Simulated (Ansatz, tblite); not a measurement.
Cost and result up the ladder for `FC(F)(F)/C=C/c1ccc(/C=C/c2ccc(/C=C/c3ccc(C(F)(F)F)cc3)cc2)cc1` (50 atoms). Charge 0, multiplicity 1. Geometry: PBE-D4/def2-SVP.

```xyz
50

F     0.660   11.488    0.905
C    -0.539   10.849    0.920
F    -1.220   11.243   -0.182
F    -1.213   11.318    2.003
C    -0.359    9.367    0.998
C    -0.836    8.519    0.059
C    -0.715    7.062    0.041
C    -1.282    6.338   -1.034
C    -1.191    4.947   -1.097
C    -0.530    4.204   -0.087
C    -0.462    2.753   -0.201
C     0.139    1.891    0.669
C     0.215    0.441    0.552
C    -0.358   -0.291   -0.524
C    -0.254   -1.675   -0.594
C     0.429   -2.419    0.406
C     0.571   -3.869    0.375
C     0.126   -4.715   -0.597
C     0.274   -6.168   -0.628
C     0.875   -6.915    0.417
C     0.995   -8.302    0.334
C     0.519   -8.991   -0.799
C     0.708  -10.483   -0.910
F    -0.235  -11.054   -1.698
F     1.915  -10.792   -1.450
F     0.652  -11.088    0.301
C    -0.087   -8.272   -1.843
C    -0.206   -6.883   -1.754
C     0.995   -1.690    1.481
C     0.892   -0.301    1.551
C     0.037    4.935    0.993
C    -0.054    6.321    1.054
H     0.194    9.028    1.886
H    -1.380    8.961   -0.791
H    -1.802    6.888   -1.834
H    -1.640    4.408   -1.946
H    -0.951    2.340   -1.100
H     0.636    2.304    1.564
H    -0.896    0.242   -1.320
H    -0.715   -2.199   -1.444
H     1.107   -4.295    1.240
H    -0.397   -4.289   -1.470
H     1.248   -6.401    1.315
H     1.456   -8.866    1.158
H    -0.470   -8.808   -2.723
H    -0.683   -6.326   -2.576
H     1.529   -2.238    2.273
H     1.346    0.237    2.398
H     0.559    4.401    1.800
H     0.399    6.847    1.908
```

Ansatz on 2 threads of AMD EPYC 7R13 on a shared host and a share (18 GiB) of an NVIDIA H100 80GB HBM3; xTB runs through tblite on one thread. Times are rough, summed over both states, and most runs start from the orbitals of an earlier one. PBE0-D4/def2-TZVP serves as the yardstick here, not as an exact answer. The other state is a triplet.

The xTB rows come from tblite. Single mean-field runs in def2-TZVP are fitted with def2-universal-jkfit.

xTB has no spin-polarisation term.

```csv
level,functions,wall time,vertical triplet (eV),difference from PBE0-D4/def2-TZVP (eV)
GFN2-xTB,146,0.23 s,1.95,-0.04
GFN1-xTB,164,0.26 s,1.94,-0.05
PBE-D4/def2-TZVP,1100,26 s,1.74,-0.25
PBE0-D4/def2-TZVP (with forces),1100,46 s,1.99,0.00
```
